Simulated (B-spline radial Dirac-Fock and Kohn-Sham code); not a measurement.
Ti¹³⁺: eigenvalues, ΔSCF and the reference

System: the Ti¹³⁺ ion in the configuration [He] 2s2 2p5.

The density-functional columns are spherical, spin-unpolarised Dirac-Kohn-Sham results without Breit or QED terms: −ε is minus the orbital energy of the initial state and ΔSCF the difference of two total energies. The reference in the last column comes from Dirac-Fock energy differences between relaxed states, corrected for Breit and QED terms. All numbers are from an atomic code on a B-spline grid, in eV; a selection of levels is shown.

```
    level  LDA −ε  LDA ΔSCF  Dirac-Fock
   K (1s)  5286.8    5435.2      5425.2
  L1 (2s)   913.6     949.1       959.5
L2,3 (2p)   830.2     870.5       868.0
```

Values without a named source are computed, but for edge energies of neutral atoms, which are taken from tables.
